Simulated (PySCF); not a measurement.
Molecule: `InChI=1S/C7H10O/c8-7(5-1-2-5)6-3-4-6/h5-6H,1-4H2`.

Bonds (- single, = double, # triple, : aromatic): O1=C2, C2-C3, C3-C4, C4-C5, C2-C6, C6-C7, C7-C8, C5-C3, C8-C6. C3 carries H9; C4 carries H10, H11; C5 carries H12, H13; C6 carries H14; C7 carries H15, H16; C8 carries H17, H18. H10, H12, H15, H18 are cis to C2 on the ring; H11, H13, H16, H17 are trans to C2 on the ring.

Geometry PBE0-D3(BJ)/def2-SVP throughout; GIAO in PySCF 2.14.0 with density-fitted response routines, gas phase, one conformer, non-relativistic; equivalent atoms averaged; basis pcSseg-1.

For orientation, BLYP gives these absolute shieldings σ: O1 -196.9, C2 -39.4, C3/C6 150.8, C4/C5/C7/C8 159.0, H9/H14 29.54, H10/H12/H15/H18 30.29, H11/H13/H16/H17 30.53 ppm.

A run gave: O1 -192.0, C2 -28.3, C3/C6 161.3, C4/C5/C7/C8 169.2, H9/H14 29.61, H10/H12/H15/H18 30.29, H11/H13/H16/H17 30.55 ppm (absolute shieldings σ).

**Question.** Which functional was used in that run?
A. KT3
B. B97-2
C. mPW1PW91
D. PBE0

**Answer.** B. O1 tells them apart best: B97-2 gives -192.0, mPW1PW91 gives -206.0, KT3 gives -158.1, PBE0 gives -205.3 ppm.
